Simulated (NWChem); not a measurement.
System meant: C$_{7}$H$_{7}$, doublet; SMILES C1C2C=CC(C=1)[CH]2

Here is an NWChem input.

```
start job
memory heap 200 mb stack 900 mb global 1100 mb
geometry units angstroms noautoz
  C     -1.346245     0.073761     0.000000
  C     -0.312955    -0.009977     1.126683
  C      0.537892     1.202745     0.670451
  C      0.537892     1.202745    -0.670451
  C     -0.312955    -0.009977    -1.126683
  C      0.411626    -1.292279    -0.668393
  C      0.411626    -1.292279     0.668393
  H     -2.145831     0.815589     0.000000
  H     -0.659544     0.010901     2.161120
  H      1.043096     1.893002     1.338013
  H      1.043096     1.893002    -1.338013
  H     -0.659544     0.010901    -2.161120
  H      0.867110    -2.012172    -1.339130
  H      0.867110    -2.012172     1.339130
end
basis spherical
  C library def2-svp
  H library def2-svp
end
dft
  odft
  mult 3
  xc xpbe96 cpbe96
  iterations 150
  mulliken
end
task dft energy
```

End of the output:

```
 ==============================================================================
                                 internuclear angles
 ------------------------------------------------------------------------------
        center 1       |       center 2       |       center 3       |  degrees
 ------------------------------------------------------------------------------
    2 C                |   1 C                |   5 C                |    94.76
    2 C                |   1 C                |   8 H                |   122.14
    5 C                |   1 C                |   8 H                |   122.14
    1 C                |   2 C                |   3 C                |    96.38
    1 C                |   2 C                |   7 C                |    98.27
    1 C                |   2 C                |   9 H                |   118.83
    3 C                |   2 C                |   7 C                |   107.76
    3 C                |   2 C                |   9 H                |   116.00
    7 C                |   2 C                |   9 H                |   116.54
    2 C                |   3 C                |   4 C                |   107.12
    2 C                |   3 C                |  10 H                |   124.90
    4 C                |   3 C                |  10 H                |   127.97
    3 C                |   4 C                |   5 C                |   107.12
    3 C                |   4 C                |  11 H                |   127.97
    5 C                |   4 C                |  11 H                |   124.90
    1 C                |   5 C                |   4 C                |    96.38
    1 C                |   5 C                |   6 C                |    98.27
    1 C                |   5 C                |  12 H                |   118.83
    4 C                |   5 C                |   6 C                |   107.76
    4 C                |   5 C                |  12 H                |   116.00
    6 C                |   5 C                |  12 H                |   116.54
    5 C                |   6 C                |   7 C                |   107.28
    5 C                |   6 C                |  13 H                |   124.44
    7 C                |   6 C                |  13 H                |   128.22
    2 C                |   7 C                |   6 C                |   107.28
    2 C                |   7 C                |  14 H                |   124.44
    6 C                |   7 C                |  14 H                |   128.22
 ------------------------------------------------------------------------------
                            number of included internuclear angles:         27
 ==============================================================================

 Summary of "ao basis" -> "" (spherical)
 ------------------------------------------------------------------------------
       Tag                 Description            Shells   Functions and Types
 ---------------- ------------------------------  ------  ---------------------
 C                          def2-svp                 6       14   3s2p1d
 H                          def2-svp                 3        5   2s1p

  pbe96 is a nonlocal functional; adding pw91lda local functional.

                                 NWChem DFT Module
                                 -----------------

 Summary of "ao basis" -> "ao basis" (spherical)
 ------------------------------------------------------------------------------
       Tag                 Description            Shells   Functions and Types
 ---------------- ------------------------------  ------  ---------------------
 C                          def2-svp                 6       14   3s2p1d
 H                          def2-svp                 3        5   2s1p

      Symmetry analysis of basis
      --------------------------

        a'         71
        a"         62

  number of electrons :                   49
  multiplicity        :                    3
 ------------------------------------------------------------------------
  no. of electrons and multiplicity not compatible                  49
 ------------------------------------------------------------------------
 ------------------------------------------------------------------------
  current input line :
    30: task dft energy
 ------------------------------------------------------------------------
 ------------------------------------------------------------------------
 There is an error in the input file
 ------------------------------------------------------------------------
 For more information see the NWChem manual at https://nwchemgit.github.io

0: no. of electrons and multiplicity not compatible:Received an Error in Communication
```

Question: What is wrong, and how is it mended?

Answer: The input was rejected before any calculation. Cause: the multiplicity doesn't fit the number of electrons (an even count wants an odd multiplicity, and the reverse). This input runs:
```
start job
memory heap 200 mb stack 900 mb global 1100 mb
geometry units angstroms noautoz
  C     -1.346245     0.073761     0.000000
  C     -0.312955    -0.009977     1.126683
  C      0.537892     1.202745     0.670451
  C      0.537892     1.202745    -0.670451
  C     -0.312955    -0.009977    -1.126683
  C      0.411626    -1.292279    -0.668393
  C      0.411626    -1.292279     0.668393
  H     -2.145831     0.815589     0.000000
  H     -0.659544     0.010901     2.161120
  H      1.043096     1.893002     1.338013
  H      1.043096     1.893002    -1.338013
  H     -0.659544     0.010901    -2.161120
  H      0.867110    -2.012172    -1.339130
  H      0.867110    -2.012172     1.339130
end
basis spherical
  * library def2-svp
end
dft
  odft
  mult 2
  xc xpbe96 cpbe96
  iterations 150
  mulliken
end
task dft energy
```
It converges to -270.25589 Ha (PBE/def2-SVP, spin-unrestricted).
